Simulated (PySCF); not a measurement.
**From computed data to an observable: chemical shift, span and skew from a shielding tensor**

B(CCH)(Cl)2 (C2HBCl2), SMILES C#CB(Cl)Cl. Atoms are numbered in the order given.

```xyz
6

B      0.0000     0.0000     0.0157
C      0.0000     0.0000     1.5307
C      0.0000     0.0000     2.7604
H      0.0000     0.0000     3.8430
Cl     0.0000     1.5186    -0.8726
Cl     0.0000    -1.5186    -0.8726
```
Charge 0, spin multiplicity 1.

Geometry: PBE-D3(BJ)/def2-SVP.

GIAO shieldings from PySCF with PBE0/pcSseg-1, non-relativistic, no solvent. The symmetric part of the tensor of C2 has the principal values -10.5, -4.0, 296.2 ppm. The same nucleus in TMS has σ = 186.3 ppm at this level (PySCF, at its B3LYP-D3(BJ)/def2-TZVP geometry). Without spin–orbit terms, shifts of atoms bonded to Cl or Br come out too high.

### Question
Work out the isotropic shielding, the ¹³C shift against TMS, the span and the skew.

### Answer

σ(iso) = (σ11 + σ22 + σ33)/3 = 93.9 ppm. δ = σ(ref) − σ(iso) = 186.3 − (93.9) = 92.4 ppm.
Span Ω = σ33 − σ11 = 306.7 ppm. Skew κ = 3(σ(iso) − σ22)/Ω = 0.96. Tumbling in solution averages the tensor to δ; in a static solid the shielding alone would spread this spin-1/2 line over Ω.
